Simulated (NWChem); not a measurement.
C$_{3}$H$_{6}$OSi; SMILES C=C=C[SiH2]O

```xyz
11

C      0.6330     2.4065     0.0289
C     -0.2620     1.4483    -0.0021
C     -1.0841     0.4305    -0.0282
Si    -0.3679    -1.3037     0.0457
O      1.2876    -1.1862     0.1329
H      0.9524     2.8522     0.9768
H      1.0562     2.8145    -0.8951
H     -2.1661     0.6086    -0.0923
H     -0.7719    -2.0672    -1.1721
H     -0.9046    -2.0177     1.2422
H      1.6275    -0.2837     0.1394
```
Atoms are numbered in this order, from 1.

All runs: NWChem. STO-3G and 3-21G are far too small for this property and stand as cheap habits. The geometry was optimised at PBE0/def2-SVP. GIAO values for the isolated, static molecule; σ is the absolute isotropic shielding, δ = σ(reference) − σ with the isolated reference molecule computed at the same levels (13C: tetramethylsilane, 1H: tetramethylsilane, 29Si: tetramethylsilane).

### Question
Estimate the computed values for Hartree-Fock/STO-3G. Quantities: δ C2 (ppm); δ C3 (ppm); δ Si4 (ppm); δ H6 (ppm); δ H8 (ppm); δ H9 (ppm); δ H11 (ppm).

### Answer
```
Property     Value
-----------  -----
δ C2 (ppm)   192.3
δ C3 (ppm)    79.6
δ Si4 (ppm)  -32.3
δ H6 (ppm)    4.24
δ H8 (ppm)    4.68
δ H9 (ppm)    2.32
δ H11 (ppm)  -3.51
```
